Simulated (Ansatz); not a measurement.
## Worked example: the barrier

An elementary step of BSiH6O2F, singlet (BH₂O₂F ([OH][B]([OH])[F]) + SiH₄ → BSiH₅O₂ ([OH][B]([OH])[SiH3]) + HF; bonds formed: B1–Si6, F2–H5; bonds broken: B1–F2, H5–Si6). “Start” is the structure reached by relaxing down from the saddle towards the reactants; PBE0-D4/def2-TZVP structures. The saddle:

```csv
atom,x (Å),y (Å),z (Å)
B1,-0.1979,0.7451,-0.1588
F2,1.3821,1.1166,-0.7994
O3,-1.1306,0.8359,-1.1456
O4,-0.3426,1.4243,1.0211
H5,1.0698,0.0497,-0.5276
Si6,0.1717,-1.4463,0.1581
H7,-1.7294,1.5762,-1.0096
H8,0.4431,1.4488,1.5701
H9,0.4286,-2.3320,-1.0064
H10,-1.2163,-1.6442,0.6421
H11,1.1216,-1.7742,1.2559
```

Ansatz 0.2.0; basis: def2-TZVPP and def2-QZVPP; cores frozen in the correlated methods.

Energies in eV:

| quantity | saddle | start |
| --- | --- | --- |
| Hartree–Fock, triple zeta (X = 3) | -15413.30021 | -15417.50537 |
| Hartree–Fock, quadruple zeta (X = 4) | -15413.89226 | -15418.11008 |
| MP2 correlation, X = 3 | -27.37969 | -26.31356 |
| MP2 correlation, X = 4 | -29.58582 | -28.49728 |
| CCSD(T) correlation, X = 3 | -29.16936 | -28.15990 |

(1) Work out the barrier at the basis limit: extrapolate Hartree–Fock as E(X) = E∞ + A exp(−7.88 √X) and the MP2 correlation as E(X) = E∞ + B X^−2.97 (the exponents that Neese and Valeev fitted for def2-TZVPP and QZVPP), then add CCSD(T) − MP2 in triple zeta.

No T1 diagnostic of these runs exceeds 0.014.

Answers

(1) Each step is linear, so take the differences first (saddle − start): Hartree–Fock 4.20516 (X = 3) and 4.21782 (X = 4); MP2 correlation -1.06613 and -1.08854; CCSD(T) correlation -1.00946.
Two points give E∞ = E(4) + w [E(4) − E(3)], with w = 1/(exp(7.88 (2 − √3)) − 1) = 0.1377 for Hartree–Fock and w = 1/((4/3)^2.97 − 1) = 0.7407 for the correlation.
Hartree–Fock: 4.21782 + 0.1377 × 0.01266 = 4.2196 eV.
MP2 correlation: -1.08854 + 0.7407 × (-0.02241) = -1.1051 eV.
CCSD(T) − MP2: -1.00946 − (-1.06613) = 0.0567 eV.
Sum: 4.2196 + (-1.1051) + 0.0567 = 3.1712 eV, or 73.13 kcal/mol. Plain CCSD(T) in triple zeta gives 3.1957 eV, so the larger basis shifts the result by -0.0245 eV.

Labels in which every atom is bracketed show which atoms are joined, not bond orders.

For scale, one of the runs: CCSD(T)/def2-TZVPP, 250 basis functions, launched by `ansatz run in.yaml --threads 8 --pin off --events-out ev --progress --plain --max-ram 19148MiB`. The run took 81 s on 8 CPU threads of an Arm Neoverse V1 (shared host), with 5.6 GiB of host memory at its peak.
